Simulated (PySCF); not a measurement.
**Partial charges of `C[S@](=O)C1CCNCC1`**

C6H13NOS.
Numbering: `[CH3:1][S@:2](=[O:3])[CH:4]1[CH2:5][CH2:6][NH:7][CH2:8][CH2:9]1` (hydrogens: H10, H11, H12 on C1; H13 on C4; H14, H15 on C5; H16, H17 on C6; H18 on N7; H19, H20 on C8; H21, H22 on C9)

Structure used (GFN2-xTB), in Å, numbered top down from 1:
```
atom  x, y, z in Å
C1     2.736   -0.134   -1.336
S2     1.012    0.505   -1.522
O3     1.150    1.951   -1.706
C4     0.542    0.278    0.280
C5    -0.567    1.271    0.586
C6    -1.831    0.898   -0.183
N7    -2.223   -0.456    0.158
C8    -1.219   -1.416   -0.258
C9     0.073   -1.148    0.513
H10    2.698   -1.176   -1.043
H11    3.265    0.462   -0.602
H12    3.221   -0.037   -2.302
H13    1.431    0.508    0.871
H14   -0.246    2.271    0.292
H15   -0.777    1.267    1.658
H16   -2.646    1.572    0.090
H17   -1.629    1.015   -1.264
H18   -3.117   -0.680   -0.265
H19   -1.010   -1.359   -1.342
H20   -1.585   -2.420   -0.030
H21   -0.124   -1.285    1.579
H22    0.837   -1.868    0.213
```

Density: PBE0/pcSseg-1 (PySCF); schemes: Mulliken, IAO, Hirshfeld and ESP-fitted. Isolated species at its GFN2-xTB geometry (one conformer only).

**Question.** Give the atomic charges in each scheme.

**Answer.** In e:

```
atom                   environment  Mulliken     IAO  Hirshfeld  ESP-fitted
  C1               S-methyl carbon    -0.379  -0.574     -0.132      -0.514
  S2               sulfinyl sulfur    +0.608  +1.060     +0.343      +0.363
  O3               sulfinyl oxygen    -0.622  -0.915     -0.362      -0.484
  C4    sp3 carbon bound to sulfur    -0.496  -0.242     -0.036      +0.377
  C5               ring CH2 carbon    -0.119  -0.269     -0.081      -0.515
  C6  sp3 carbon bound to nitrogen    -0.073  -0.152     -0.030      +0.357
  N7      secondary amine nitrogen    -0.481  -0.424     -0.170      -0.807
  C8  sp3 carbon bound to nitrogen    -0.057  -0.151     -0.035      +0.546
  C9               ring CH2 carbon    -0.143  -0.267     -0.080      -0.748
 H10               methyl hydrogen    +0.134  +0.154     +0.046      +0.133
 H11               methyl hydrogen    +0.146  +0.159     +0.050      +0.171
 H12               methyl hydrogen    +0.158  +0.169     +0.053      +0.204
 H13              methine hydrogen    +0.151  +0.138     +0.041      +0.040
 H14            methylene hydrogen    +0.152  +0.159     +0.037      +0.128
 H15            methylene hydrogen    +0.131  +0.145     +0.043      +0.166
 H16            methylene hydrogen    +0.122  +0.145     +0.046      +0.036
 H17            methylene hydrogen    +0.119  +0.103     +0.020      -0.035
 H18                  N–H hydrogen    +0.175  +0.243     +0.111      +0.321
 H19            methylene hydrogen    +0.103  +0.101     +0.013      -0.129
 H20            methylene hydrogen    +0.118  +0.142     +0.043      -0.003
 H21            methylene hydrogen    +0.133  +0.149     +0.043      +0.203
 H22            methylene hydrogen    +0.120  +0.127     +0.036      +0.189
```

Mean size of the charges over all atoms: ESP-fitted 0.294 e, IAO 0.272 e, Mulliken 0.216 e, Hirshfeld 0.084 e. Each set sums to the total charge, 0, to within 0.001 e. The Mulliken scheme gives each basis function's population to the atom it is centred on and halves the overlap population of two atoms between them. The Hirshfeld scheme weights the molecular density at each point by an atom's share of the summed free-atom densities.

Lowest charge. The schemes don't all agree: Mulliken O3 (-0.622); IAO O3 (-0.915); Hirshfeld O3 (-0.362); ESP-fitted N7 (-0.807).

Highest charge. The schemes don't all agree: Mulliken S2 (+0.608); IAO S2 (+1.060); Hirshfeld S2 (+0.343); ESP-fitted C8 (+0.546).

**Question.** Sum the charges by element, for elements with more than one atom.

**Answer.** 
| element | atoms | Mulliken | IAO | Hirshfeld | ESP-fitted |
| --- | --- | --- | --- | --- | --- |
| C | 6 | -1.268 | -1.655 | -0.394 | -0.497 |
| H | 13 | +1.763 | +1.934 | +0.583 | +1.426 |

**Question.** How closely do the schemes follow one another over all atoms?

**Answer.** Correlation coefficient and root-mean-square difference: IAO with Hirshfeld 0.98, 0.249 e; Mulliken with IAO 0.94, 0.144 e; Mulliken with Hirshfeld 0.91, 0.168 e; Hirshfeld with ESP-fitted 0.64, 0.305 e; IAO with ESP-fitted 0.61, 0.328 e; Mulliken with ESP-fitted 0.56, 0.315 e.

**Question.** How many electrons does the IAO scheme count on O3?

**Answer.** Z − q = 8 − (-0.915) = 8.915.
